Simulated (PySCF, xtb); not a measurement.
O₂S₂, SMILES O=[S][S]=O (connectivity only; charge and spin as stated), neutral, multiplicity 1. One conformer was computed; it need not be the lowest.

Harmonic wavenumbers (cm⁻¹) from GFN2-xTB (xtb) at its own minimum, in rising order: 135, 211, 397, 493, 1100, 1170.

What does PBE0-D3(BJ)/def2-SVP run with PySCF 2.14.0 give at its own minimum? (The exact figures need the calculation; the answer reports its results.)

113, 265, 466, 499, 1156, 1205. Paired by order, the mean absolute difference is 41 cm⁻¹ and the zero-point energies are 5.0 and 5.3 kcal/mol.
